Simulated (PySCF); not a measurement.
ZrCl₂ + 2 HCl → ZrH₂ + 2 Cl₂

Level: PBE0 in the def2-TZVP basis family, computed in PySCF with density fitting; scalar-relativistic core potentials for atoms from Rb on, none lighter, no spin–orbit coupling; open shells unrestricted.

```json
{"species": "ZrCl₂", "state and structure": "triplet, C2v, Zr–Cl 2.347 Å (×2); Cl–Zr–Cl 143.2°", "E (Eh)": "-967.25563", "ZPE (kJ/mol)": "4.9", "H(298 K) − H(0) (kJ/mol)": "13.8", "S° (J/(mol K))": "314.0"}
{"species": "HCl", "state and structure": "singlet, C∞v, H–Cl 1.279 Å", "E (Eh)": "-460.66440", "ZPE (kJ/mol)": "17.9", "H(298 K) − H(0) (kJ/mol)": "8.7", "S° (J/(mol K))": "186.6"}
{"species": "ZrH₂", "state and structure": "triplet, C2v, Zr–H 1.860 Å (×2); H–Zr–H 118.9°", "E (Eh)": "-48.10013", "ZPE (kJ/mol)": "23.1", "H(298 K) − H(0) (kJ/mol)": "10.4", "S° (J/(mol K))": "236.3"}
{"species": "Cl₂", "state and structure": "singlet, D∞h, Cl–Cl 1.982 Å", "E (Eh)": "-920.08940", "ZPE (kJ/mol)": "3.5", "H(298 K) − H(0) (kJ/mol)": "9.1", "S° (J/(mol K))": "222.5"}
```

Question: What is the electronic reaction energy?

Answer: At PBE0/def2-TZVP, ΔE = 802.1 kJ/mol from the differences of the total energies times 2625.5, uphill. 

Question: Add zero-point, thermal and entropy terms for 298.15 K and 1 bar.

Answer: ΔZPE = -10.6 and Δ[H(298) − H(0)] = -2.6 kJ/mol give ΔH° = 788.9 kJ/mol. ΔS° = -5.9 J/(mol K), so ΔG° = 788.9 − 298.15 × (-0.0059) = 791 kJ/mol.

Open d or f shells are single determinants, so the state found may not be the ground state. Each species is the lowest minimum found with this bonding; other isomers or fragments can lie lower.
